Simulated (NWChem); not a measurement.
# C2H6Cl2Si; SMILES C[Si](C)(Cl)Cl

Task: Give the equilibrium geometry at PBE0/def2-SVP (NWChem) as a list of bonds and angles, with the point group.

Result: point group C2v; any orientation.
Bonds (Å): C1–Si2 1.859, C1–H6 1.101, C1–H7 1.100, C1–H8 1.101, Si2–C3 1.859, Si2–Cl4 2.074, Si2–Cl5 2.074, C3–H9 1.100, C3–H10 1.101, C3–H11 1.101. Angles (°): Si2–C1–H6 110.4, Si2–C1–H7 110.6, Si2–C1–H8 110.4, H6–C1–H7 108.4, H6–C1–H8 108.6, H7–C1–H8 108.4, C1–Si2–C3 114.6, C1–Si2–Cl4 108.6, C1–Si2–Cl5 108.6, C3–Si2–Cl4 108.6, C3–Si2–Cl5 108.6, Cl4–Si2–Cl5 107.7, Si2–C3–H9 110.6, Si2–C3–H10 110.4, Si2–C3–H11 110.4, H9–C3–H10 108.4, H9–C3–H11 108.4, H10–C3–H11 108.6.
